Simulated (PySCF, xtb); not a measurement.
C3H5FSi, SMILES FC=C=C[SiH3].

Harmonic wavenumbers (cm⁻¹) from GFN2-xTB (xtb) at its own minimum, in rising order: 63, 100, 181, 236, 391, 508, 533, 581, 659, 718, 774, 780, 784, 833, 985, 1125, 1187, 1369, 2067, 2251, 2263, 2301, 3011, 3058.

Task: What does B3LYP-D3(BJ)/def2-SVP run with PySCF give at its own minimum? (Estimate from the structure and the level; the computed values follow.)

Result: 88, 105, 197, 265, 421, 558, 627, 662, 762, 772, 875, 929, 946, 957, 1034, 1162, 1253, 1423, 2068, 2218, 2221, 2248, 3093, 3185. Paired by order, the mean absolute difference is 65 cm⁻¹ and the zero-point energies are 38.3 and 40.1 kcal/mol.
